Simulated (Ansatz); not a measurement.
Cost and result for the atomization energy of F₂H₃InSi, SMILES `[F][In]([F])[SiH3]` (7 atoms, 6 bonds).

```xyz
7

F     1.644    0.108   -2.422
In    0.070    0.255   -1.290
F    -1.363    0.880   -2.445
Si   -0.071   -0.248    1.197
H    -1.473   -0.590    1.534
H     0.356    0.973    1.924
H     0.837   -1.378    1.501
```

The species carries charge 0 and has multiplicity 1. Correlated methods include outer-core shells of In, which these sets cover unevenly. In takes the def2 core potential. The geometry is a stationary point of PBE0-D4/def2-TZVP. Program: Ansatz. Hardware: A = 2 threads of an AMD EPYC 7R13 on a shared host; B = 2 threads of an AMD EPYC 7R13 on a shared host and a share of an NVIDIA H100 80 GB. Times are those of one run each, without the atoms' runs, and a repeat can differ threefold. Electronic energies, without spin–orbit coupling; frozen cores. CCSD(T)/CBS adds CCSD(T) − MP2 in def2-TZVPP to the MP2 limit, and its time is that of the two runs behind it. T1 = 0.016. With those shells the extrapolation isn't a true limit. B3LYP takes the VWN-RPA correlation (the form of Gaussian; ORCA's B3LYP/G). HSE06 is the plane-wave form, built on full-range PBE exchange.

CCSD(T)/CBS is a level of theory with its own doubt, some kJ/mol a heavy atom from the limit and from the frozen cores, so smaller differences don't rank the functionals.

```csv
level,functions,wall time
BLYP-D4/def2-TZVPP [A],196,2 s
CCSD(T)/def2-TZVPP [B],196,2.5 s
PBE-D4/def2-TZVPP (with forces) [A],196,2.6 s
PBE0-D4/def2-TZVPP [A],196,2.8 s
BHLYP-D4/def2-TZVPP [A],196,2.8 s
HSE06-D4/def2-TZVPP [A],196,3.1 s
r2SCANh-D4/def2-TZVPP [A],196,3.8 s
r2SCAN-D4/def2-TZVPP (with forces) [A],196,4 s
B3LYP-D4/def2-TZVPP (with forces) [A],196,4.1 s
CCSD(T)/def2-SVP [A],87,4.6 s
B2PLYP/def2-TZVPP [A],196,5 s
CCSD(T)/def2-QZVPP [B],356,8.5 s
CCSD(T)/CBS(def2),–,11 s
```

What atomization energy does each give, and how far from CCSD(T)/CBS? (An estimate is asked.)

The calculation gave: 
```tsv
level	atomization (kJ/mol)	difference from CCSD(T)/CBS	per bond
BLYP-D4/def2-TZVPP [A]	1999.5	-38.8	-6.5
CCSD(T)/def2-TZVPP [B]	1964.3	-74.0	-12.3
PBE-D4/def2-TZVPP (with forces) [A]	2024.3	-14.0	-2.3
PBE0-D4/def2-TZVPP [A]	1974.2	-64.1	-10.7
BHLYP-D4/def2-TZVPP [A]	1928.4	-109.9	-18.3
HSE06-D4/def2-TZVPP [A]	1974.5	-63.8	-10.6
r2SCANh-D4/def2-TZVPP [A]	1998.6	-39.7	-6.6
r2SCAN-D4/def2-TZVPP (with forces) [A]	2021.5	-16.8	-2.8
B3LYP-D4/def2-TZVPP (with forces) [A]	1991.8	-46.5	-7.7
CCSD(T)/def2-SVP [A]	1864.8	-173.5	-28.9
B2PLYP/def2-TZVPP [A]	1981.5	-56.8	-9.5
CCSD(T)/def2-QZVPP [B]	2016.3	-22.0	-3.7
CCSD(T)/CBS(def2)	2038.3	0.0	0.0
```

From BLYP to BHLYP (50 % exact exchange), in def2-TZVPP and without D4, the atomization energy moves by −64.1 kJ/mol: exact exchange takes away binding that semilocal exchange gives to molecules. In def2-TZVPP, CCSD(T) changes the Hartree–Fock value by +521.6 kJ/mol (the triples alone add +32.5 kJ/mol) and MP2 by +556.4 kJ/mol; breaking electron pairs costs correlation energy, which Hartree–Fock lacks. Leaving LDA and LC-ωPBE aside and taking each functional with its dispersion term where it has one, the values, not all of them listed here, spread over 111.9 kJ/mol, from BHLYP-D4 to ωB97X-V. LDA lies +287.5 kJ/mol from PBE without D4, its usual overbinding.

Spin–orbit coupling would lower the free In atoms strongly, and the atomization energy with them, by more than many differences here.
